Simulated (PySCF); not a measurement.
Level of theory: PySCF with B3LYP-D3(BJ)/def2-TZVP // PBE0-D4/def2-TZVP. Gas-phase values, no solvent. One relaxed conformer stands for a flexible species; it need not be the lowest. B3LYP has the VWN-RPA correlation part, as in Gaussian. 

Reference species (SMILES): `S[C](S)S` (neutral, multiplicity 2).

| Item | Result |
|---|---|
| highest occupied spin orbital | -4.80 eV |

Changed species: `S[C](N)S` (radical fragment; the reference has radical fragment).

What does the change do to the highest occupied spin orbital?

the highest occupied spin orbital rises by 0.45 eV, to -4.35 eV.
